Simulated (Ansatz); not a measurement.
Isolated molecules relaxed with PBE0-D4/def2-TZVP in Ansatz; ΔE leaves out vibrations. CCSD(T)/CBS adds triple-zeta CCSD(T) − MP2 to the extrapolated MP2 energy (def2 sets, frozen cores). This one scheme is used for every species, atoms too. DFT in def2-TZVPP. B3LYP here is the variant with VWN-RPA as its local correlation; programs differ in this. HSE06 is defined as in plane-wave codes. Open shells (•) are unrestricted, without spin–orbit coupling. Spin–orbit coupling would lower the free atoms: a little for C.

`Cc1ccc2ncccc2c1` → 10 C• + 9 H• + N•  (atomization)

```
             level  ΔE (kJ/mol)  difference from CCSD(T)/CBS
       LDA (SPW92)      11346.4                       1623.6
            PBE-D4      10170.8                        448.0
         revPBE-D4       9913.6                        190.8
           BLYP-D4       9821.2                         98.4
         r2SCAN-D4       9842.9                        120.1
            B97M-V       9819.1                         96.3
           PBE0-D4       9955.7                        232.9
          B3LYP-D4       9799.5                         76.7
        r2SCANh-D4       9776.8                         54.0
          HSE06-D4       9964.6                        241.8
          BHLYP-D4       9468.1                       -254.7
      CAM-B3LYP-D4       9811.8                         89.0
           ωB97X-V       9765.8                         43.0
           ωB97M-V       9788.4                         65.6
            B2PLYP       9700.6                        -22.2
          PBE-QIDH       9824.3                        101.5
               PBE      10107.7                        384.9
            revPBE       9711.4                        -11.4
              BLYP       9682.8                        -40.0
            r2SCAN       9825.9                        103.1
              PBE0       9902.1                        179.3
             B3LYP       9699.3                        -23.5
           r2SCANh       9758.9                         36.1
           r2SCAN0       9661.9                        -60.9
             HSE06       9914.8                        192.0
         CAM-B3LYP       9757.8                         35.0
           LC-ωPBE       9792.3                         69.5
       HF/def2-SVP       7297.4                      -2425.4
      MP2/def2-SVP       9631.9                        -90.9
     CCSD/def2-SVP       9239.1                       -483.7
  CCSD(T)/def2-SVP       9391.8                       -331.0
     HF/def2-TZVPP       7125.1                      -2597.7
    MP2/def2-TZVPP       9793.6                         70.8
   CCSD/def2-TZVPP       9288.5                       -434.3
CCSD(T)/def2-TZVPP       9488.9                       -233.9
     HF/def2-QZVPP       7133.7                      -2589.1
    MP2/def2-QZVPP       9930.8                        208.0
SCS-MP2/def2-QZVPP       9793.6                         70.8
     MP2/CBS(def2)      10027.4                        304.6
    CCSD/CBS(def2)       9522.4                       -200.4
       CCSD(T)/CBS       9722.8                            0
```

Largest T1 diagnostic among the species: 0.011.

At CCSD(T), def2-SVP lies −331.0 kJ/mol from the extrapolated value and def2-TZVPP −233.9 kJ/mol: correlation converges slowly with the basis, and small sets miss more of it in the bonded molecule than in its fragments. From BLYP to BHLYP (50 % exact exchange), in def2-TZVPP and without D4, ΔE moves by −286.6 kJ/mol: exact exchange takes away binding that semilocal exchange gives to molecules.

For atomizations the MP2-based limit and the directly extrapolated one differ by several kJ/mol either way, and by 10 to 25 for some Ge, Se and Sn compounds, so smaller differences from it don't rank the levels.
